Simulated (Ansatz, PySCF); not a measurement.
Species: SnH4 (charge 0, singlet). 
Geometry from a B3LYP-D3(BJ)/def2-TZVP (Ansatz, an electronic-structure program) optimisation:
```
Sn
H 1 1.7085
H 1 1.7085 2 109.47
H 1 1.7085 2 109.47 3 120.00
H 1 1.7085 2 109.47 4 120.00
```

Total electronic energies in hartree. Valence correlation only, unless marked. Spin-orbit coupling is left out. The frozen core is the preceding noble-gas configuration, with the filled d and f shells of earlier blocks. Past Kr the def2 sets carry scalar-relativistic core potentials. Basis-set limits of correlation are two-point, X^-3; Hartree-Fock from the larger set.

```csv
level,program,energy (Eh)
HF/def2-QZVPP,Ansatz,-215.64638
HF-D3(BJ)/def2-TZVPD,PySCF + dftd3,-215.66381
MN15/def2-TZVPD,PySCF,-216.19471
CAM-B3LYP/def2-TZVPD,Ansatz,___
LC-wPBE-D3(BJ)/def2-TZVPD,Ansatz + dftd3,-216.71127
B2GP-PLYP-D3(BJ)/def2-TZVPD,Ansatz + dftd3,___
RPA@PBE/def2-TZVPP,Ansatz,-215.90784
RI-MP2/def2-QZVPP,Ansatz,-215.78276
CCSD/def2-SVPD,Ansatz,-215.77140
CCSD/def2-TZVPP,Ansatz,-215.80119
CCSD/def2-QZVPPD,Ansatz,-215.81002
"CCSD/CBS(def2-TZVPP,def2-QZVPP)",Ansatz,-215.8148
CCSD(T)/def2-SVP,Ansatz,-215.76604
CCSD(T)/def2-QZVPPD,Ansatz,-215.81359
"CCSD(T)/CBS(def2-TZVPPD,def2-QZVPPD)",Ansatz,-215.8183
```

Q: Fill in the missing entries.

A: 
- CAM-B3LYP/def2-TZVPD, energy (Eh): -216.64838
- B2GP-PLYP-D3(BJ)/def2-TZVPD, energy (Eh): -216.30100
